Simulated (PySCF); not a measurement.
Si(H)(Cl)2(Me) (CH₄Cl₂Si), SMILES C[SiH](Cl)Cl.

Coordinates come from a B3LYP-D3(BJ)/def2-SVP optimisation.

Level of theory: PySCF with B3LYP/def2-TZVP.

Gas-phase values at a fixed geometry.

Q: Estimate the frontier levels, gap, dipole moment and polarisability. (Estimate from the structure and the level; the computed values follow.)

A: 
| Item | Result |
|---|---|
| highest occupied level | -8.63 eV |
| lowest empty level | 0.10 eV |
| orbital gap | 8.72 eV |
| dipole moment | 0.426 e·Å |
| quadrupole, principal values (traceless, Buckingham form, about the centre of nuclear charge) | -3.50, 0.79, 2.71 D·Å |
| mean static polarisability | 60.1 bohr³ (8.90 Å³) |
| polarisability, principal values | 51.8, 61.6, 66.8 bohr³ |
